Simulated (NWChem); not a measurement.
# CH4MgN2S

```xyz
9

Mg    -0.0096    -0.1529    -0.0175
S     -0.1263    -2.4792    -0.0215
H      1.2334    -2.5904    -0.0168
C      0.0634     2.2837    -0.0052
N     -1.0904     1.6170    -0.0068
N      1.1765     1.5501    -0.0126
H      0.0967     3.3978     0.0018
H     -1.9422     2.1780    -0.0009
H      2.0592     2.0611    -0.0106
```
Atoms are numbered in this order, from 1.

Level: PBE-D3(BJ)/def2-SVP (NWChem), optimised geometry, unscaled harmonic frequencies. 

Task: List the harmonic frequencies with IR intensities, and the thermochemistry.

Result: 
```json
[
 {"frequency (cm⁻¹)": "97", "IR intensity (km/mol)": "6.7"},
 {"frequency (cm⁻¹)": "106", "IR intensity (km/mol)": "0.8"},
 {"frequency (cm⁻¹)": "127", "IR intensity (km/mol)": "10.6"},
 {"frequency (cm⁻¹)": "278", "IR intensity (km/mol)": "128.1"},
 {"frequency (cm⁻¹)": "280", "IR intensity (km/mol)": "0.4"},
 {"frequency (cm⁻¹)": "372", "IR intensity (km/mol)": "13.3"},
 {"frequency (cm⁻¹)": "470", "IR intensity (km/mol)": "0.0"},
 {"frequency (cm⁻¹)": "522", "IR intensity (km/mol)": "0.9"},
 {"frequency (cm⁻¹)": "555", "IR intensity (km/mol)": "123.8"},
 {"frequency (cm⁻¹)": "714", "IR intensity (km/mol)": "94.6"},
 {"frequency (cm⁻¹)": "754", "IR intensity (km/mol)": "1.7"},
 {"frequency (cm⁻¹)": "986", "IR intensity (km/mol)": "0.4"},
 {"frequency (cm⁻¹)": "1088", "IR intensity (km/mol)": "74.4"},
 {"frequency (cm⁻¹)": "1125", "IR intensity (km/mol)": "6.4"},
 {"frequency (cm⁻¹)": "1255", "IR intensity (km/mol)": "119.2"},
 {"frequency (cm⁻¹)": "1386", "IR intensity (km/mol)": "44.6"},
 {"frequency (cm⁻¹)": "1591", "IR intensity (km/mol)": "259.5"},
 {"frequency (cm⁻¹)": "2609", "IR intensity (km/mol)": "4.2"},
 {"frequency (cm⁻¹)": "2981", "IR intensity (km/mol)": "64.0"},
 {"frequency (cm⁻¹)": "3565", "IR intensity (km/mol)": "62.7"},
 {"frequency (cm⁻¹)": "3568", "IR intensity (km/mol)": "8.5"}
]
```

- zero-point energy: 34.9 kcal/mol
- thermal correction to the enthalpy at 298.15 K (with zero-point energy): 40.0 kcal/mol
- heat capacity Cv: 23.2 cal/(mol K)
- entropy at 298.15 K and 1 atm (symmetry number 1): 83.6 cal/(mol K)
- dipole moment: 4.59 D

Rigid rotor and harmonic oscillator; modes under 100 cm⁻¹ make the entropy uncertain.
